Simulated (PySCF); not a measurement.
**Broadened absorption spectrum of C4H9ClSSi**

Species: C4H9ClSSi.
SMILES: `C[C@@H]1CS[Si@H](Cl)C1`

Computed with TDDFT B3LYP/def2-SVPD, vertical, gas phase, core orbitals frozen in the response (PySCF). Isolated species at its GFN2-xTB geometry (one conformer only).

Broadening: Gaussians 0.5 eV wide at half height, area fixed by f = 4.319×10⁻⁹ ∫ε dν̃. The width is an assumption, not a result. The curve ends short of the highest state used, and states not computed would add to its high-energy end.

(E (eV), ε (L mol⁻¹ cm⁻¹)): (4.65, 0), (4.69, 0), (4.72, 0), (4.75, 1), (4.78, 1), (4.82, 1), (4.85, 2), (4.88, 3), (4.91, 4), (4.95, 6), (4.98, 9), (5.01, 11), (5.04, 15), (5.08, 20), (5.11, 25), (5.14, 30), (5.17, 36), (5.21, 45), (5.24, 53), (5.27, 62), (5.30, 72), (5.34, 89), (5.37, 104), (5.40, 123), (5.43, 148), (5.47, 191), (5.50, 234), (5.53, 287), (5.56, 352), (5.60, 459), (5.63, 556), (5.66, 666), (5.69, 789), (5.73, 971), (5.76, 1118), (5.79, 1270), (5.82, 1425), (5.86, 1631), (5.89, 1780), (5.92, 1923), (5.95, 2057), (5.99, 2217), (6.02, 2321), (6.05, 2408), (6.08, 2478), (6.12, 2541), (6.15, 2563), (6.18, 2562), (6.21, 2538), (6.25, 2473), (6.28, 2401), (6.31, 2313), (6.35, 2181), (6.38, 2078), (6.41, 1977), (6.44, 1886)

Question: Locate the maxima and give the states behind the curve.

Answer: 201 nm (6.16 eV), ε about 2600, made up of S2 (26%), S3 (58%) and S4 (15%) (ε in L mol⁻¹ cm⁻¹; maxima over ε = 5, shares over 10%). The states used: S1 5.40 eV (f 0.0011); S2 5.92 eV (f 0.023); S3 6.21 eV (f 0.028); S4 6.33 eV (f 0.010); S5 6.74 eV (f 0.023); S6 6.85 eV (f 0.0020); S7 7.02 eV (f 0.0067); S8 7.04 eV (f 0.0083).

Question: Coming from long wavelengths, where does ε first pass 100 L mol⁻¹ cm⁻¹?

Answer: At about 231 nm (5.36 eV), 0.04 eV below S1.

Question: On this curve, what absorbance would a 10⁻⁴ mol/L sample give at 222 nm over a 1 cm path?

Answer: 222 nm is 5.585 eV, where ε is about 420 L mol⁻¹ cm⁻¹, so A = ε c l ≈ 0.042 (Beer–Lambert, with the gas-phase spectrum and the assumed width).

Question: What would ε be at 6.16 eV, the highest of these maxima, with half the width (0.25 eV)?

Answer: About 3170 L mol⁻¹ cm⁻¹ against 2570, a factor of about 1.2; a lone state at its own centre would give exactly 2.

Hardware: an Arm Neoverse V1 with one thread, shared host with 32 logical CPUs at a one-minute load of 26. Cost: 47 s of wall time, 0.87 GiB resident at most.
